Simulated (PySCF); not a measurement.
C₄H₅ (SMILES [CH]1[C@@H]2C[C@H]12), doublet, at a GFN2-xTB geometry, with bond 8-3 at 1.5 times its length; B3LYP/def2-SV(P) (PySCF).

The PySCF input:
```python
from pyscf import gto, scf, dft

mol = gto.Mole()
mol.atom = '''
    C    -0.011048    1.152992    0.292681
    C     0.006069   -1.071617    0.362843
    C     0.777923    0.051757   -0.247030
    C    -0.775309    0.039481   -0.257303
    H    -0.016569    2.162854   -0.079261
    H    -0.000459   -1.149501    1.442906
    H     0.016990   -2.032726   -0.139902
    H     1.837645   -0.020597   -1.459998
    H    -1.470182   -0.019829   -1.075216
'''
mol.basis = 'def2-sv(p)'
mol.charge = 0
mol.spin = 1
mol.verbose = 4
mol.build()

mf = dft.UKS(mol)
mf.xc = 'b3lyp'
mf.kernel()
mo_i, mo_e, stable_i, stable_e = mf.stability(internal=True, external=False, return_status=True, nroots=6, tol=1e-6)
print('internally stable:', stable_i, ' externally stable:', stable_e)
if not stable_i:
    umf = mf.copy()
    umf.scf_summary = {}
    umf.kernel(umf.make_rdm1(mo_i, mf.mo_occ))
```

Output, abridged:

```
PySCF version 2.14.0

[INPUT] verbose = 4
[INPUT] num. atoms = 9
[INPUT] num. electrons = 29
[INPUT] charge = 0
[INPUT] spin (= nelec alpha-beta = 2S) = 1
[INPUT] symmetry False subgroup None
[INPUT] Mole.unit = angstrom
[INPUT] Symbol           X                Y                Z      unit          X                Y                Z       unit  Magmom
[INPUT]  1 C     -0.011048000000   1.152992000000   0.292681000000 AA   -0.020877694224   2.178839103815   0.553086931864 Bohr   0.0
[INPUT]  2 C      0.006069000000  -1.071617000000   0.362843000000 AA    0.011468747850  -2.025062640428   0.685673896216 Bohr   0.0
[INPUT]  3 C      0.777923000000   0.051757000000  -0.247030000000 AA    1.470061416000   0.097806555029  -0.466819044551 Bohr   0.0
[INPUT]  4 C     -0.775309000000   0.039481000000  -0.257303000000 AA   -1.465121671910   0.074608277124  -0.486232201029 Bohr   0.0
[INPUT]  5 H     -0.016569000000   2.162854000000  -0.079261000000 AA   -0.031310872158   4.087201707420  -0.149781582359 Bohr   0.0
[INPUT]  6 H     -0.000459000000  -1.149501000000   1.442906000000 AA   -0.000867384291  -2.172242069914   2.726697163492 Bohr   0.0
[INPUT]  7 H      0.016990000000  -2.032726000000  -0.139902000000 AA    0.032106446856  -3.841295426283  -0.264376464279 Bohr   0.0
[INPUT]  8 H      1.837645000000  -0.020597000000  -1.459998000000 AA    3.472645764176  -0.038922688988  -2.758996362413 Bohr   0.0
[INPUT]  9 H     -1.470182000000  -0.019829000000  -1.075216000000 AA   -2.778241333265  -0.037471379324  -2.031863764750 Bohr   0.0

nuclear repulsion = 107.132729376747
number of shells = 34
number of NR pGTOs = 116
number of NR cGTOs = 66
basis = def2-sv(p)
ecp = {}

******** <class 'pyscf.dft.uks.UKS'> ********
method = UKS
initial guess = minao
damping factor = 0
level_shift factor = 0
DIIS = <class 'pyscf.scf.diis.CDIIS'>
diis_start_cycle = 1
diis_space = 8
diis_damp = 0
SCF conv_tol = 1e-09
SCF conv_tol_grad = None
SCF max_cycles = 50
direct_scf = True
direct_scf_tol = 1e-13
number electrons alpha = 15  beta = 14
XC library pyscf.dft.libxc version 7.1.2
    S. Lehtola, C. Steigemann, M. J. T. Oliveira, and M. A. L. Marques,  SoftwareX 7, 1–5 (2018)
XC functionals = b3lyp
    P. J. Stephens, F. J. Devlin, C. F. Chabalowski, and M. J. Frisch,  J. Phys. Chem. 98, 11623 (1994)
radial grids:
    Treutler-Ahlrichs [JCP 102, 346 (1995); DOI:10.1063/1.469408] (M4) radial grids

becke partition: Becke, JCP 88, 2547 (1988); DOI:10.1063/1.454033
pruning grids: <function nwchem_prune>
grids dens level: 3
symmetrized grids: False
atomic radii adjust function: <function treutler_atomic_radii_adjust>
small_rho_cutoff = 0
Set gradient conv threshold to 3.16228e-05
tot grids = 105512
init E= -155.637280539126

cycle= 1 E= -155.05202948747  delta_E= 0.585  |g|= 0.209  |ddm|= 2.26
cycle= 2 E= -155.026520986909  delta_E= 0.0255  |g|= 0.301  |ddm|= 0.747
cycle= 3 E= -155.08312058009  delta_E= -0.0566  |g|= 0.0266  |ddm|= 0.526
cycle= 4 E= -155.083460384132  delta_E= -0.00034  |g|= 0.0247  |ddm|= 0.0687
cycle= 5 E= -155.08381050969  delta_E= -0.00035  |g|= 0.00588  |ddm|= 0.0344
cycle= 6 E= -155.083843588853  delta_E= -3.31e-05  |g|= 0.00367  |ddm|= 0.0174
cycle= 7 E= -155.083853534538  delta_E= -9.95e-06  |g|= 0.00132  |ddm|= 0.00634
cycle= 8 E= -155.083855738255  delta_E= -2.2e-06  |g|= 0.000415  |ddm|= 0.00512
cycle= 9 E= -155.083855890938  delta_E= -1.53e-07  |g|= 0.000287  |ddm|= 0.00116
cycle= 10 E= -155.083855990092  delta_E= -9.92e-08  |g|= 8.73e-05  |ddm|= 0.000942
cycle= 11 E= -155.083856005242  delta_E= -1.51e-08  |g|= 4.98e-05  |ddm|= 0.000302
cycle= 12 E= -155.083856011403  delta_E= -6.16e-09  |g|= 3.32e-05  |ddm|= 0.000213
cycle= 13 E= -155.08385601393  delta_E= -2.53e-09  |g|= 1.73e-05  |ddm|= 0.000116
cycle= 14 E= -155.083856015132  delta_E= -1.2e-09  |g|= 5.21e-06  |ddm|= 0.000114
cycle= 15 E= -155.083856015197  delta_E= -6.49e-11  |g|= 2.97e-06  |ddm|= 2.71e-05
Extra cycle  E= -155.083856015196  delta_E= 1.48e-12  |g|= 3.94e-06  |ddm|= 9.24e-06
converged SCF energy = -155.083856015196  <S^2> = 0.75402814  2S+1 = 2.0040241
uhf_internal: lowest eigs of H = [0.17372603 0.2430272  0.3082867  0.36303341 0.39534407 0.41855121]
<class 'pyscf.dft.uks.UKS'> wavefunction is stable in the internal stability analysis
internally stable: True  externally stable: None
```
